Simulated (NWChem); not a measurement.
Species: C₃H₈Te; SMILES [TeH]C(C)C

```xyz
12

Te     0.0180     0.8473     0.0226
H     -1.4652     1.1030    -0.6918
C     -0.0067    -1.3062    -0.4047
C     -1.2348    -1.9810     0.1756
C      1.2944    -1.8967     0.1128
H     -0.0248    -1.3619    -1.5034
H     -1.2243    -3.0569    -0.0752
H     -1.2617    -1.8893     1.2726
H     -2.1684    -1.5560    -0.2212
H      2.1771    -1.4214    -0.3414
H      1.3370    -2.9733    -0.1241
H      1.3760    -1.7983     1.2075
```
Atoms are numbered in this order, from 1.

Computed with NWChem. All runs use the structure optimised with PBE0/def2-SVP (def2 core potentials past Kr). No frequency run checked for a minimum.

For level PBE/STO-3G, non-relativistic:

```
Item                         Result
---------------------------  ------
highest occupied level (eV)   -2.63
orbital gap (eV)               4.95
```

Problem. How do the values read with level PBE/3-21G, non-relativistic instead?

Solution. The highest occupied level (eV) comes out as -4.72. The orbital gap (eV) is 3.64.
